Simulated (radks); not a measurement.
Question: Numerical settings for the terbium ion Tb+, [Xe] 4f9 6s1. All-electron calculation, Dirac Kohn-Sham, PBEsol, spin-unpolarised, spherical densities, finite nucleus; open shells fill j = l - 1/2 first; Fermi nuclear charge, rms radius 5.06 fm. Program: a radial shooting solver on a logarithmic mesh with Libxc functionals. The defaults (mesh step 0.008 in ln r, mesh end at 40 bohr or more with all orbitals vanishing there, Anderson mixing 0.5 over 9 steps, residual threshold near 1e-9 with the energy settled to 1e-9 hartree or 1e-11 of itself, here a cap of 54 iterations) give E = -11713.8422 hartree and 6s1/2 at -8.725 eV in 16 iterations. Run on one thread of a shared host, so times are rough (Arm Neoverse N1): 0.22 s of CPU time, 0.22 s wall, 16 iterations on 2360 mesh points. One setting is changed at a time: mesh step in ln r 0.005; mesh step in ln r 0.012; mesh step in ln r 0.03; mesh end (bohr) 2; mesh end (bohr) 20; residual threshold 0.1; residual threshold 0.01; mixing 0.05; linear mixing, mixing 0.05; linear mixing, mixing 1; mixing history 2; iteration cap 2. Which runs fail to converge, and which converge to a wrong energy?

Answer: Not converged within the cap: linear mixing, mixing 0.05; linear mixing, mixing 1; iteration cap 2. Settled on a wrong energy, with an occupied level pushed above zero by the early mesh end: mesh end (bohr) 2 (+14.6 hartree). Apart from these: no run marked as converged misses the energy by more than 1 mhartree.
